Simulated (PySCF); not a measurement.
H4O, SMILES [OH4+2], charge +2. Atoms are numbered in the order given.

```xyz
5

O      0.0000     0.0000     0.0000
H     -0.6029     0.6029    -0.6029
H      0.6029     0.6029     0.6029
H      0.6029    -0.6029    -0.6029
H     -0.6029    -0.6029     0.6029
```
Charge +2, spin multiplicity 1.

Geometry optimised at r2SCAN-D4/def2-TZVPD.

Level of theory: PBE/def2-TZVPD (PySCF).

Symmetry labels are those of the subgroup D2 that the program uses (full group Td).

Computed valence orbital energies around the gap with their symmetry:
```json
[
 {"orbital": "HOMO−4", "symmetry": "A", "energy (eV)": "-533.80"},
 {"orbital": "HOMO−3", "symmetry": "A", "energy (eV)": "-47.96"},
 {"orbital": "HOMO−2", "symmetry": "B1", "energy (eV)": "-33.79"},
 {"orbital": "HOMO−1", "symmetry": "B3", "energy (eV)": "-33.79"},
 {"orbital": "HOMO", "symmetry": "B2", "energy (eV)": "-33.79"},
 {"orbital": "LUMO", "symmetry": "A", "energy (eV)": "-16.98"},
 {"orbital": "LUMO+1", "symmetry": "B1", "energy (eV)": "-14.69"},
 {"orbital": "LUMO+2", "symmetry": "B2", "energy (eV)": "-14.69"},
 {"orbital": "LUMO+3", "symmetry": "B3", "energy (eV)": "-14.69"}
]
```
